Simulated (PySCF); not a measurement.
Geometries of 2 isomers of C3H5ClGeO, from PySCF, PBE0-D3(BJ)/def2-SVP geometry optimisation, gas phase. One conformer each, no zero-point energy, no frequencies.

Task: Which isomer lies lower at this level?
A.
```xyz
11
angstrom
Cl     2.492    1.438   -0.433
Ge     1.929   -0.575    0.063
O      0.460   -0.505    1.103
C     -0.674   -0.059    0.587
C     -1.919    0.267    0.743
C     -1.327    0.419   -0.657
H      1.589   -1.306   -1.237
H      2.982   -1.199    0.974
H     -2.819    0.397    1.333
H     -1.607   -0.295   -1.452
H     -1.096    1.426   -1.047
```
B.
```xyz
11
angstrom
O     -2.865    0.583   -0.738
C     -2.062   -0.252   -0.691
C     -1.118   -1.176   -0.639
C     -0.239   -1.338    0.549
Cl    -0.699   -2.793    1.549
Ge     1.658   -1.564    0.039
H     -1.058   -1.865   -1.486
H     -0.331   -0.478    1.226
H      1.730   -2.753   -0.933
H      2.135   -0.279   -0.664
H      2.500   -1.836    1.294
```

Result: A. That is `[Cl][GeH2][O]C1=CC1`, 3.0 kcal/mol below the other.

```
               SMILES                     atoms numbered as above       E (Eh)  relative (kcal/mol)  relative (kJ/mol)  dipole (D)
  [Cl][GeH2][O]C1=CC1    [Cl:1][GeH2:2][O:3][C:4]1=[CH:5][CH2:6]1  -2728.54018                  0.0                0.0        1.98
O=C=C[C@@H](Cl)[GeH3]  [O:1]=[C:2]=[CH:3][C@@H:4]([Cl:5])[GeH3:6]  -2728.53545                  3.0               12.4        1.45
```

As drawn, the lower has a three-membered ring, which the higher lacks; the higher has a C=O bond and cumulated double bonds, which the lower lacks.
